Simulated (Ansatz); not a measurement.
A CCSD(T) single point on C2H9BClNSi (`BN(CC)[SiH2]Cl`).

```yaml
crystal:
  periodic: [false, false, false]
  atoms:
    - {symbol: B, position_ang: [1.140153, -0.572310, -1.390665]}
    - {symbol: N, position_ang: [0.362424, -0.441555, -0.234436]}
    - {symbol: C, position_ang: [-1.020421, 0.050127, -0.299680]}
    - {symbol: C, position_ang: [-1.105772, 1.553473, -0.126691]}
    - {symbol: Si, position_ang: [0.986309, -0.883454, 1.321610]}
    - {symbol: Cl, position_ang: [0.051380, -2.587329, 2.000138]}
    - {symbol: H, position_ang: [0.662610, -0.283760, -2.451786]}
    - {symbol: H, position_ang: [2.265252, -0.969428, -1.298574]}
    - {symbol: H, position_ang: [-1.619254, -0.454316, 0.466376]}
    - {symbol: H, position_ang: [-1.438183, -0.242433, -1.265300]}
    - {symbol: H, position_ang: [-0.548065, 2.060648, -0.917078]}
    - {symbol: H, position_ang: [-0.692404, 1.866097, 0.834996]}
    - {symbol: H, position_ang: [-2.145499, 1.885658, -0.172123]}
    - {symbol: H, position_ang: [0.669087, 0.165887, 2.317248]}
    - {symbol: H, position_ang: [2.432382, -1.147314, 1.215935]}
basis:
  gaussian: {orbitals: def2-TZVPP}
correlation: {method: ccsd_t}
```

```sh
$ ansatz run in.yaml --threads 2 --pin off --events-out ev --progress --plain --max-ram 22528MiB --backend cuda --devices 0, --max-vram 18GiB
```

Output of Ansatz, abridged:

```
Functional definition: HF
1940 factors; integrals over basis functions are off by at most 1.2e-3 eV
mean field evaluation 1: about -24723.3483 eV, gradient 4.0e1 eV
mean field evaluation 2: about -24723.6573 eV, gradient 4.0e1 eV
mean field evaluation 4: about -24727.8712 eV, gradient 5.4e0 eV
mean field evaluation 8: about -24727.9595 eV, gradient 2.7e-1 eV
mean field -24727.95976517 eV, -908.7357601569 hartree, gradient 3.9e-6 eV, S^2 0.000000; 0 other end points of the search recorded, 0 dependent functions left out
14 core orbitals not correlated: weight in the atoms' cores, before any rotation towards them, 1.000 or more for the frozen orbitals, at most 0.000 for the correlated occupied ones
reference -24727.95976517 eV, -908.7357601569 hartree; 18, 18 occupied and 302, 302 virtual orbitals, 1940 factors
second order -26.53822164 eV of doubles, -0.00000000 eV of singles
cycle   1  -27.61458404 eV  change    -1.1e0 eV  update   1.1e-1
cycle   2  -28.30465928 eV  change   -6.9e-1 eV  update   3.1e-2
cycle   3  -28.42315058 eV  change   -1.2e-1 eV  update   1.5e-2
cycle   4  -28.41068885 eV  change    1.2e-2 eV  update   4.3e-3
cycle   5  -28.41078274 eV  change   -9.4e-5 eV  update   2.2e-3
cycle   6  -28.41106219 eV  change   -2.8e-4 eV  update   6.9e-4
cycle   7  -28.41086535 eV  change    2.0e-4 eV  update   2.2e-4
cycle   8  -28.41091062 eV  change   -4.5e-5 eV  update   6.9e-5
cycle   9  -28.41092387 eV  change   -1.3e-5 eV  update   2.2e-5
perturbative correction -1.14375526 eV, -0.0420322305 hartree
Total energy: -24757.51444430 eV, -909.8218745821 hartree
```

Hardware: 2 threads of an AMD EPYC 7R13 on a shared host and a share of an NVIDIA H100 80 GB. Wall time 7.5 s, peak host memory 0.88 GiB.

Correlation energy per correlated electron: -0.821 eV. T1 diagnostic: 0.0112.
